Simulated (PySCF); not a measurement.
Na, doublet. Base run: PySCF with HF/6-31G.

Geometry (Å):
```xyz
1

Na     0.0000     0.0000     0.0000
```
Charge 0, spin multiplicity 2.
Orbitals are unrestricted.
All else is at PySCF's defaults.

The base run was repeated with changes; each row names its change, and settings that it needs were set with it.

```json
[
 {"change": "base", "basis functions": "13", "E (Eh)": "-161.84143", "HOMO (eV)": "-4.96"},
 {"change": "basis = cc-pVTZ-DK; relativity = spin-free X2C; nucleus = Gaussian (with nucmod='G')", "basis functions": "34", "E (Eh)": "-162.06675", "HOMO (eV)": "-4.96"},
 {"change": "basis = cc-pVTZ-DK; relativity = spin-free X2C", "basis functions": "34", "E (Eh)": "-162.06681", "HOMO (eV)": "-4.96"},
 {"change": "basis = cc-pVDZ-DK; relativity = none", "basis functions": "18", "E (Eh)": "-161.82317", "HOMO (eV)": "-4.96"},
 {"change": "basis = cc-pVDZ-DK; relativity = spin-free X2C", "basis functions": "18", "E (Eh)": "-162.06149", "HOMO (eV)": "-4.96"},
 {"change": "basis = jorge-DZP-DKH; relativity = none", "basis functions": "24", "E (Eh)": "-161.82972", "HOMO (eV)": "-4.95"},
 {"change": "basis = cc-pVDZ-DK; relativity = spin-free X2C; nucleus = Gaussian (with nucmod='G')", "basis functions": "18", "E (Eh)": "-162.06143", "HOMO (eV)": "-4.96"},
 {"change": "basis = jorge-DZP-DKH; relativity = spin-free X2C; nucleus = Gaussian (with nucmod='G')", "basis functions": "24", "E (Eh)": "-162.05763", "HOMO (eV)": "-4.96"},
 {"change": "basis = cc-pVTZ-DK; relativity = none", "basis functions": "34", "E (Eh)": "-161.81798", "HOMO (eV)": "-4.96"},
 {"change": "basis = jorge-DZP-DKH; relativity = spin-free X2C", "basis functions": "24", "E (Eh)": "-162.05768", "HOMO (eV)": "-4.96"}
]
```

Absolute energies of different levels of theory aren't comparable as measures of quality.

Open shells are given as the SCF converged; they aren't shown to be the lowest states, and a large step between rows can be another state.

Basis sets contracted for a relativistic Hamiltonian are a mismatch without it, so the rows without relativity aren't non-relativistic limits. No row has spin-orbit coupling; sets with core potentials leave out the core electrons.
